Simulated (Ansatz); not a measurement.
Species: CH7NSi, net charge 0, singlet state. 
Structure (B3LYP-D3(BJ)/def2-TZVP (Ansatz, a program for electronic structure) minimum search):
```
N
H 1 1.0081
C 1 1.4559 2 113.51
H 3 1.0921 1 109.42 2 169.54
H 3 1.0923 4 107.16 1 120.13
H 3 1.0971 4 107.53 5 116.04
Si 1 1.7195 2 117.75 3 -155.24
H 7 1.4811 1 107.37 2 -32.05
H 7 1.4832 8 110.95 1 118.64
H 7 1.4910 8 108.09 9 116.54
```
Charge 0, spin multiplicity 1.

Quantity: atomisation energy (electronic, to ground-state atoms), in eV. Correlated levels leave the core frozen unless marked. Open shells are spin-unrestricted. No spin-orbit coupling. No relativistic terms. The coupled-cluster limit lacks core correlation, which all-electron functionals hold. Basis-set limits of correlation are two-point, X^-3; Hartree-Fock from the larger set.

```tsv
level	program	atomisation energy (eV)
HF/6-31G*	Ansatz	25.10
HF/cc-pV(T+d)Z	Ansatz	25.58
BLYP-D3(BJ)/def2-TZVPD	Ansatz + dftd3	34.72
revPBE/def2-TZVPD	Ansatz	33.79
r2SCAN-D3(BJ)/def2-TZVPD	Ansatz + dftd3	34.61
PBE0/STO-3G	Ansatz	41.87
PBE0/def2-TZVP	Ansatz	34.43
BHLYP-D3(BJ)/def2-TZVPD	Ansatz + dftd3	34.26
HSE06/def2-TZVPD	Ansatz	34.48
LC-wPBE-D3(BJ)/def2-TZVPD	Ansatz + dftd3	34.67
B2GP-PLYP-D3(BJ)/def2-TZVPD	Ansatz + dftd3	34.33
B2GP-PLYP-D4/def2-TZVPD	Ansatz + dftd4	34.28
B2PLYP-D3(BJ)/def2-TZVPD	Ansatz + dftd3	34.46
MP2/STO-3G	Ansatz	35.17
MP2/6-31G*	Ansatz	30.80
MP2/aug-cc-pV(Q+d)Z	Ansatz	34.57
RI-MP2/aug-cc-pV(T+d)Z	Ansatz	34.08
CCSD/6-31G*	Ansatz	30.55
CCSD(T)/6-31G	Ansatz	28.31
CCSD(T)/CBS(cc-pV(T+d)Z,cc-pV(Q+d)Z)	Ansatz	34.82
CCSD(T)/CBS(aug-cc-pV(T+d)Z,aug-cc-pV(Q+d)Z)	Ansatz	34.82
```
